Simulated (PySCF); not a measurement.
CH6Cl2OSi2, SMILES Cl[Si](C)(Cl)O[SiH3]. Geometry: B3LYP-D3(BJ)/def2-SVP. One conformer was computed; it need not be the lowest.

Computed equilibrium geometry at B3LYP-D3(BJ)/def2-SVP (PySCF confirms it by a frequency run) as bond lengths and angles (one conformer of several):
Atoms: C1 Si2 Cl3 Cl4 O5 Si6 H7 H8 H9 H10 H11 H12. Bond lengths (Å): C1–Si2 1.850, C1–H7 1.101, C1–H8 1.100, C1–H9 1.101, Si2–Cl3 2.075, Si2–Cl4 2.072, Si2–O5 1.640, O5–Si6 1.675, Si6–H10 1.489, Si6–H11 1.488, Si6–H12 1.486. Angles (°): Si2–C1–H7 109.9, Si2–C1–H8 110.5, Si2–C1–H9 110.0, H7–C1–H8 108.8, H7–C1–H9 108.8, H8–C1–H9 108.8, C1–Si2–Cl3 110.7, C1–Si2–Cl4 110.6, C1–Si2–O5 110.9, Cl3–Si2–Cl4 107.5, Cl3–Si2–O5 108.4, Cl4–Si2–O5 108.7, Si2–O5–Si6 141.2, O5–Si6–H10 109.9, O5–Si6–H11 109.4, O5–Si6–H12 107.6, H10–Si6–H11 109.9, H10–Si6–H12 110.1, H11–Si6–H12 109.9.
